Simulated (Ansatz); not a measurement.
In(F)(Me)(vinyl) (C3H6FIn), SMILES [In]([CH3])([CH]=C)[F].

Coordinates come from a B3LYP-D3(BJ)/def2-SVP optimisation. The structure was generated by enumeration; whether it is a known compound was not checked. The def2 effective core potentials stand for the cores of In; spin–orbit coupling is left out. The values are those of a single conformer.

Two levels are set side by side: PBE/def2-SVPD (Ansatz, a first-principles code) and CAM-B3LYP/def2-SVPD (Ansatz). Energy differences of separate SCF runs at the same geometry; the states with an electron removed or added have multiplicity 2 and 2. Differences are taken from unrounded values.

```tsv
quantity	PBE
vertical ionisation energy (eV)	9.36
vertical singlet–triplet gap (eV)	4.16
```

Question: These are the PBE values. What does CAM-B3LYP give? (Estimate from the structure and the level; the computed values follow.)

Answer: 
| quantity | CAM-B3LYP | PBE minus CAM-B3LYP |
|---|---|---|
| vertical ionisation energy (eV) | 9.92 | -0.56 |
| vertical singlet–triplet gap (eV) | 4.12 | 0.04 |
